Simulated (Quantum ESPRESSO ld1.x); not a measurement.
Q: Mo+, 41 electrons, occupied as [Kr] 4d1.5 5s2 5p1.5 (fractional occupations, a model configuration). All-electron calculation, Dirac Kohn-Sham, LDA (Slater exchange, Perdew-Zunger correlation), spin-unpolarised, spherical densities, point nucleus; open shells are shared between the two j in proportion to 2j + 1. Program: ld1.x of Quantum ESPRESSO 7.5.

Spin-orbit splittings of the eigenvalues, e(l+1/2) - e(l-1/2), with zeta = 2 splitting/(2l+1) and mean radii in bohr:

shell  occ.  splitting (eV)  zeta (eV)  <r> j=l-1/2  <r> j=l+1/2
2p        6           106.4      70.91       0.1308       0.1354
3p        6           17.55      11.70       0.4238       0.4344
3d       10           3.329      1.331       0.4132       0.4167
4p        6               ?          ?        1.179        1.207
4d      1.5          0.3069     0.1228        1.580        1.592
5p      1.5          0.3271     0.2180        3.335        3.408

Estimate the 4p splitting.

A: 2.699 eV (zeta = 1.799 eV).
